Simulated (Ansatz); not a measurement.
C2H8SSi, SMILES `CC[SiH2]S`, relaxed with RKS PBE0-D4/def2-TZVP in Ansatz 0.2.0 from a PBE-D4/def2-SVP geometry. The force threshold is 0.005 eV/Å; the program also tests the step.

The species carries charge 0 and has multiplicity 1.

Start:

```xyz
12

C    -1.331    0.661    0.931
C    -0.266    0.635   -0.174
Si    0.662   -1.013   -0.296
S     2.082   -1.051   -1.935
H    -2.112   -0.111    0.765
H    -0.891    0.472    1.932
H    -1.846    1.642    0.980
H    -0.712    0.838   -1.172
H     0.490    1.436   -0.013
H     1.344   -1.310    1.015
H    -0.285   -2.137   -0.615
H     2.865   -0.063   -1.418
```

(1) How much energy does the relaxation release, and in how many steps? (Best estimate.)

(2) Which bonds change most? (Best estimate.)

(3) Give the relaxed structure. (An estimate is asked.)

Answers

(1) Computed: 4.55 kJ/mol, in 7 steps, 1 of them rejected.

(2) The calculation gave: Si3–S4 from 2.169 to 2.142 Å; C2–Si3 from 1.895 to 1.871 Å; Si3–H10 from 1.508 to 1.489 Å; S4–H12 from 1.363 to 1.344 Å.

(3) Computed: 
```xyz
12

C    -1.311    0.650    0.928
C    -0.268    0.634   -0.188
Si    0.645   -0.996   -0.302
S     2.075   -1.044   -1.897
H    -2.074   -0.117    0.772
H    -0.856    0.465    1.905
H    -1.822    1.614    0.982
H    -0.731    0.831   -1.160
H     0.470    1.429   -0.035
H     1.309   -1.286    0.999
H    -0.288   -2.107   -0.625
H     2.851   -0.076   -1.379
```
